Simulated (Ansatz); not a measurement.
Relaxation of Hg₅O₅⁻ with UKS r2SCAN-D4/def2-SVP.

```sh
$ ansatz run in.yaml --threads 4 --pin off --events-out ev --progress --plain --max-ram 6963MiB
```

```yaml
crystal:
  periodic: [false, false, false]
  atoms:
    - {symbol: Hg, position_ang: [-1.089560, 1.309260, 1.537420]}
    - {symbol: Hg, position_ang: [0.514600, 1.204440, -2.656270]}
    - {symbol: Hg, position_ang: [0.663380, 2.296070, -0.191990]}
    - {symbol: Hg, position_ang: [0.324120, -1.258350, 0.087790]}
    - {symbol: Hg, position_ang: [-0.064390, -2.789340, 2.132330]}
    - {symbol: O, position_ang: [-2.172540, 0.562560, -0.425940]}
    - {symbol: O, position_ang: [-0.507640, -0.596420, 2.083050]}
    - {symbol: O, position_ang: [-1.251750, -0.178990, -1.124950]}
    - {symbol: O, position_ang: [1.687350, -0.656170, -1.318150]}
    - {symbol: O, position_ang: [1.896440, 0.106930, -0.123280]}
basis:
  gaussian: {orbitals: def2-SVP}
total_charge: -1
magnetization: {spin_polarized: true, initial_magnetization: 1}
hamiltonian: {xc: r2scan, dispersion: d4}
scf: {lower_state_search: "off"}
output: {orbitals: {seedname: orbitals}}
relax: {f_tol: 0.03, max_steps: 70}
```

Run time 7.5 min (4 threads of Arm Neoverse V2 on a shared host).

Positions (Å) and forces (eV/Å) at steps 1, 2, 3, 4, 5, 6, 7, 8, 9, 10, 11, 12, 13, 14, 15, 16, 17, 19, 20 of 20:

```xyz
10
step=1 energy=-31107.9984 eV
Hg   -1.090    1.309    1.537   -0.465    0.613    1.032
Hg    0.515    1.204   -2.656   -0.023   -0.283   -1.231
Hg    0.663    2.296   -0.192    0.709    0.875    0.340
Hg    0.324   -1.258    0.088   -2.450   -2.102    1.031
Hg   -0.064   -2.789    2.132   -0.176   -1.637    1.366
O    -2.173    0.563   -0.426    0.807   -1.219   -1.644
O    -0.508   -0.596    2.083   -0.018   -0.491    0.341
O    -1.252   -0.179   -1.125   -2.120    1.687    0.451
O     1.687   -0.656   -1.318    1.291    0.009   -1.274
O     1.896    0.107   -0.123    2.446    2.548   -0.412
10
step=2 energy=-31109.2903 eV
Hg   -1.126    1.305    1.624   -0.235    0.354    0.530
Hg    0.522    1.174   -2.790   -0.038   -0.024   -0.557
Hg    0.735    2.391   -0.162    0.252    0.318    0.000
Hg    0.299   -1.280    0.102   -1.312   -0.723    0.904
Hg   -0.096   -2.922    2.272   -0.071   -0.704    0.631
O    -2.231    0.564   -0.467    0.950   -0.918   -1.229
O    -0.527   -0.657    2.124    0.210   -0.592   -0.315
O    -1.313   -0.124   -1.167   -1.568    1.174    0.611
O     1.755   -0.662   -1.334    0.650    0.703    0.751
O     1.982    0.211   -0.202    1.161    0.413   -1.325
10
step=3 energy=-31110.0729 eV
Hg   -1.163    1.298    1.722   -0.121    0.183    0.320
Hg    0.508    1.169   -2.918   -0.008    0.007   -0.325
Hg    0.778    2.437   -0.171    0.066    0.202    0.003
Hg    0.239   -1.268    0.152   -0.215    0.032    0.272
Hg   -0.113   -3.056    2.405   -0.037   -0.394    0.409
O    -2.260    0.589   -0.528    0.206   -0.231   -0.450
O    -0.529   -0.738    2.120    0.105   -0.431   -0.308
O    -1.386   -0.076   -1.213   -0.589    0.396    0.080
O     1.793   -0.658   -1.288    0.364    1.188    1.684
O     2.134    0.303   -0.282    0.230   -0.952   -1.686
10
step=4 energy=-31110.5078 eV
Hg   -1.195    1.244    1.864   -0.092    0.153    0.125
Hg    0.539    1.133   -3.096    0.000   -0.009   -0.150
Hg    0.688    2.434   -0.243    0.039    0.112    0.037
Hg    0.313   -1.168    0.244   -0.025    0.102    0.039
Hg   -0.158   -3.185    2.532   -0.043   -0.236    0.244
O    -2.241    0.698   -0.535   -0.045   -0.035   -0.163
O    -0.628   -0.877    2.103    0.163   -0.343   -0.260
O    -1.399    0.008   -1.209   -0.177    0.149   -0.033
O     1.809   -0.656   -1.247    0.119    0.809    1.285
O     2.270    0.368   -0.413    0.061   -0.702   -1.124
10
step=5 energy=-31110.7708 eV
Hg   -1.216    1.209    1.918   -0.224    0.264    0.001
Hg    0.555    1.122   -3.177   -0.030    0.017   -0.155
Hg    0.703    2.471   -0.246   -0.022    0.083    0.029
Hg    0.344   -1.094    0.283   -0.134    0.253    0.661
Hg   -0.202   -3.292    2.672   -0.038   -0.169    0.170
O    -2.316    0.722   -0.567   -0.058    0.094    0.024
O    -0.640   -0.977    2.078    0.293   -0.457   -0.556
O    -1.446    0.076   -1.232    0.027    0.018   -0.010
O     1.817   -0.658   -1.182    0.652    1.214    0.735
O     2.401    0.422   -0.547   -0.466   -1.317   -0.897
10
step=6 energy=-31110.9992 eV
Hg   -1.293    1.184    1.954   -0.201    0.170    0.096
Hg    0.550    1.124   -3.284   -0.020    0.015   -0.068
Hg    0.696    2.492   -0.260   -0.027    0.091    0.007
Hg    0.429   -0.999    0.365   -0.152   -0.028    0.490
Hg   -0.252   -3.410    2.819   -0.048   -0.032    0.083
O    -2.353    0.775   -0.582    0.260   -0.154   -0.189
O    -0.665   -1.092    2.035    0.302   -0.220   -0.424
O    -1.455    0.143   -1.216   -0.267    0.222    0.155
O     1.824   -0.642   -1.165    0.796    1.201    0.544
O     2.519    0.426   -0.666   -0.642   -1.265   -0.694
10
step=7 energy=-31111.1575 eV
Hg   -1.483    1.123    1.971   -0.064   -0.010    0.142
Hg    0.519    1.210   -3.390    0.015    0.011   -0.007
Hg    0.635    2.527   -0.235    0.001    0.031    0.017
Hg    0.542   -1.004    0.451    0.180    0.012   -0.450
Hg   -0.302   -3.461    2.998   -0.040    0.005    0.052
O    -2.361    0.855   -0.615    0.222   -0.168   -0.262
O    -0.566   -1.175    2.028   -0.205   -0.053    0.321
O    -1.450    0.270   -1.257   -0.222    0.136    0.223
O     1.860   -0.682   -1.163    0.052    0.146    0.213
O     2.607    0.337   -0.789    0.061   -0.110   -0.249
10
step=8 energy=-31111.2024 eV
Hg   -1.595    1.110    2.093    0.037   -0.176    0.002
Hg    0.505    1.257   -3.413    0.022    0.010    0.010
Hg    0.592    2.539   -0.179    0.019   -0.005    0.028
Hg    0.611   -0.982    0.406   -0.069   -0.003   -0.064
Hg   -0.427   -3.437    3.140   -0.026    0.136   -0.047
O    -2.370    0.825   -0.646    0.305   -0.173   -0.161
O    -0.544   -1.211    1.953   -0.061    0.005    0.188
O    -1.393    0.268   -1.200   -0.324    0.159    0.120
O     1.915   -0.691   -1.218    0.161    0.193    0.101
O     2.705    0.322   -0.934   -0.064   -0.147   -0.177
10
step=9 energy=-31111.2415 eV
Hg   -1.666    0.992    2.136    0.017   -0.089   -0.015
Hg    0.512    1.325   -3.405    0.021    0.015    0.009
Hg    0.578    2.530   -0.111    0.022   -0.026    0.027
Hg    0.642   -0.957    0.398    0.037    0.060   -0.075
Hg   -0.529   -3.343    3.224   -0.009    0.070   -0.018
O    -2.357    0.808   -0.666    0.050   -0.028   -0.008
O    -0.481   -1.207    1.974   -0.061    0.001    0.116
O    -1.385    0.258   -1.223   -0.059    0.008   -0.005
O     1.931   -0.701   -1.258    0.012   -0.006    0.009
O     2.757    0.294   -1.069   -0.030   -0.004   -0.040
10
step=10 energy=-31111.2552 eV
Hg   -1.719    0.939    2.146    0.002   -0.043   -0.020
Hg    0.510    1.359   -3.381    0.015    0.018    0.008
Hg    0.598    2.475   -0.053    0.019   -0.012    0.021
Hg    0.649   -0.931    0.383    0.039    0.004   -0.070
Hg   -0.541   -3.274    3.251   -0.007    0.031    0.004
O    -2.339    0.825   -0.671    0.039   -0.038   -0.026
O    -0.468   -1.186    1.968   -0.031    0.010    0.066
O    -1.406    0.225   -1.243   -0.048    0.024    0.020
O     1.956   -0.724   -1.275   -0.015    0.010    0.045
O     2.762    0.292   -1.126   -0.015   -0.004   -0.050
10
step=11 energy=-31111.2719 eV
Hg   -1.841    0.821    2.105   -0.004   -0.002    0.002
Hg    0.514    1.499   -3.333    0.011    0.016    0.017
Hg    0.643    2.396    0.080    0.016    0.005    0.000
Hg    0.678   -0.918    0.363    0.017    0.008    0.043
Hg   -0.590   -3.142    3.382    0.001    0.006    0.018
O    -2.322    0.816   -0.711    0.033   -0.042   -0.008
O    -0.409   -1.161    1.984    0.026    0.001   -0.065
O    -1.389    0.190   -1.258   -0.024    0.034   -0.019
O     1.961   -0.768   -1.328    0.077    0.085    0.011
O     2.756    0.268   -1.284   -0.153   -0.112    0.000
10
step=12 energy=-31111.2829 eV
Hg   -1.907    0.744    2.108    0.020   -0.015   -0.030
Hg    0.547    1.677   -3.300    0.017    0.012    0.026
Hg    0.678    2.355    0.179    0.010    0.005   -0.018
Hg    0.685   -0.926    0.349   -0.069   -0.051    0.059
Hg   -0.616   -3.025    3.540    0.005    0.020    0.000
O    -2.279    0.736   -0.739    0.090   -0.063   -0.121
O    -0.393   -1.168    1.980    0.081    0.007   -0.090
O    -1.334    0.177   -1.338   -0.089    0.079    0.140
O     1.930   -0.816   -1.374    0.114    0.137    0.035
O     2.691    0.245   -1.405   -0.178   -0.132   -0.001
10
step=13 energy=-31111.2985 eV
Hg   -1.950    0.646    2.042   -0.022    0.022   -0.023
Hg    0.575    1.836   -3.250    0.018   -0.003    0.037
Hg    0.722    2.318    0.263    0.001    0.004   -0.026
Hg    0.682   -0.968    0.331    0.001   -0.058    0.030
Hg   -0.617   -2.909    3.697    0.010    0.022   -0.008
O    -2.280    0.713   -0.824    0.268   -0.141   -0.080
O    -0.355   -1.187    1.988    0.029   -0.022   -0.043
O    -1.266    0.185   -1.342   -0.232    0.154    0.088
O     1.905   -0.873   -1.407    0.111    0.194    0.031
O     2.586    0.240   -1.499   -0.185   -0.172   -0.006
10
step=14 energy=-31111.3106 eV
Hg   -2.008    0.567    1.946    0.020   -0.012    0.037
Hg    0.615    1.994   -3.199    0.015   -0.014    0.039
Hg    0.765    2.281    0.328   -0.005   -0.003   -0.024
Hg    0.671   -1.035    0.317    0.012    0.024    0.028
Hg   -0.596   -2.784    3.846    0.010    0.023   -0.016
O    -2.226    0.660   -0.831    0.245   -0.101   -0.185
O    -0.344   -1.218    1.985   -0.016   -0.026   -0.023
O    -1.185    0.212   -1.376   -0.230    0.121    0.148
O     1.869   -0.926   -1.431    0.247    0.445   -0.064
O     2.441    0.249   -1.585   -0.296   -0.458    0.060
10
step=15 energy=-31111.3166 eV
Hg   -2.004    0.553    1.986   -0.022    0.026   -0.030
Hg    0.633    2.005   -3.174    0.010    0.004    0.015
Hg    0.757    2.271    0.339   -0.006    0.003   -0.012
Hg    0.670   -1.051    0.323   -0.037   -0.015    0.015
Hg   -0.569   -2.748    3.866    0.003   -0.013    0.022
O    -2.207    0.662   -0.888    0.272   -0.101   -0.108
O    -0.368   -1.247    1.976    0.033   -0.012   -0.030
O    -1.141    0.234   -1.397   -0.257    0.102    0.144
O     1.864   -0.942   -1.420    0.254    0.551   -0.082
O     2.365    0.262   -1.610   -0.250   -0.545    0.066
10
step=16 energy=-31111.3162 eV rejected
Hg   -2.021    0.604    1.931    0.015   -0.022   -0.002
Hg    0.623    2.113   -3.168    0.009   -0.002    0.012
Hg    0.736    2.306    0.341    0.011   -0.020   -0.009
Hg    0.614   -1.081    0.361    0.124    0.064   -0.108
Hg   -0.504   -2.791    3.917    0.003    0.023   -0.023
O    -2.104    0.611   -0.940   -0.195    0.081    0.068
O    -0.419   -1.259    2.020   -0.020   -0.029    0.052
O    -1.000    0.233   -1.384    0.119   -0.040   -0.115
O     1.814   -0.961   -1.413   -0.109   -0.322    0.133
O     2.261    0.225   -1.665    0.043    0.267   -0.009
10
step=17 energy=-31111.3255 eV
Hg   -2.003    0.562    1.951    0.002   -0.006   -0.004
Hg    0.616    2.071   -3.155    0.010   -0.001    0.012
Hg    0.750    2.259    0.342    0.002    0.000   -0.008
Hg    0.664   -1.076    0.330    0.036   -0.002   -0.064
Hg   -0.557   -2.727    3.918    0.003    0.002   -0.001
O    -2.177    0.662   -0.906   -0.025    0.014    0.011
O    -0.381   -1.279    1.974   -0.028    0.001    0.039
O    -1.115    0.234   -1.404    0.028   -0.014   -0.006
O     1.879   -0.954   -1.412   -0.012   -0.011    0.031
O     2.325    0.248   -1.639   -0.015    0.017   -0.011
10
step=19 energy=-31111.3268 eV
Hg   -2.038    0.536    1.921    0.002   -0.003    0.001
Hg    0.632    2.124   -3.118    0.000   -0.001    0.000
Hg    0.766    2.248    0.345    0.001    0.000    0.001
Hg    0.648   -1.087    0.331   -0.015   -0.017    0.021
Hg   -0.507   -2.695    3.953    0.002    0.001   -0.001
O    -2.155    0.667   -0.927   -0.005    0.004   -0.003
O    -0.402   -1.285    1.978    0.014    0.009   -0.020
O    -1.087    0.232   -1.410    0.001    0.000   -0.004
O     1.866   -0.974   -1.407    0.007    0.033    0.000
O     2.276    0.235   -1.664   -0.007   -0.027    0.004
10
step=20 energy=-31111.3268 eV
Hg   -2.044    0.531    1.915   -0.001    0.000   -0.001
Hg    0.637    2.130   -3.111   -0.001    0.000   -0.002
Hg    0.766    2.243    0.349    0.000    0.001    0.003
Hg    0.643   -1.095    0.329    0.006    0.010    0.001
Hg   -0.491   -2.687    3.960    0.002    0.001    0.000
O    -2.155    0.676   -0.938    0.015   -0.007   -0.001
O    -0.403   -1.286    1.978   -0.004   -0.003    0.000
O    -1.086    0.234   -1.414   -0.015    0.007   -0.001
O     1.864   -0.977   -1.406   -0.004   -0.009   -0.003
O     2.269    0.232   -1.662    0.002    0.001    0.005
```

In the def2 sets Hg takes a core potential; there is no spin–orbit coupling. The charge -1 doublet is spin-contaminated (final ⟨S²⟩ up to 1.77, 0.75 for a pure state). The structure comes from a short search, and lower isomers may exist.
